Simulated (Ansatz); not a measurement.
Species: sum formula H₆Si₂O₃, charge 0, multiplicity 1. 
Coordinates optimised at B3LYP-D3(BJ)/def2-TZVP (Ansatz, a first-principles code):
SMILES: O[Si](O)(O)[SiH3]
```xyz
11

O     -1.1515     0.5771     1.3434
Si    -0.2910     0.3175    -0.0330
O     -1.3285    -0.1281    -1.2227
O      0.4614     1.7603    -0.3213
Si     1.2439    -1.4378     0.1423
H     -0.8407     1.2728     1.9291
H     -2.1588     0.3516    -1.3052
H      1.0233     1.8354    -1.0967
H      0.5617    -2.7328     0.3725
H      2.1697    -1.1782     1.2731
H      2.0539    -1.5389    -1.0984
```
Charge 0, spin multiplicity 1.

Quantity: atomisation energy (electronic, to ground-state atoms), in kcal/mol. Cores are frozen in the correlated levels unless marked. Open shells are spin-unrestricted. Spin-orbit coupling is left out. No relativistic terms. The coupled-cluster limit lacks core correlation, which all-electron functionals hold. CBS marks a two-point X^-3 extrapolation of the correlation energy; Hartree-Fock from the larger set.

| level | program | atomisation energy (kcal/mol) |
|---|---|---|
| HF/6-31G* | Ansatz | 651.8 |
| PBE-D4/def2-TZVPD | Ansatz + dftd4 | 961.6 |
| BLYP/def2-TZVPD | Ansatz | 939.6 |
| PBE0/STO-3G | Ansatz | 1002.3 |
| PBE0/def2-SVP | Ansatz | 922.8 |
| MP2/6-31G* | Ansatz | 859.1 |
| SCS-MP2/6-31G* | Ansatz | 849.6 |

Q: Estimate the value at CCSD(T)/CBS(aug-cc-pV(T+d)Z,aug-cc-pV(Q+d)Z) as computed with Ansatz.

A: 967.0 kcal/mol, so SCS-MP2/6-31G* differs from it by -117.4 kcal/mol.
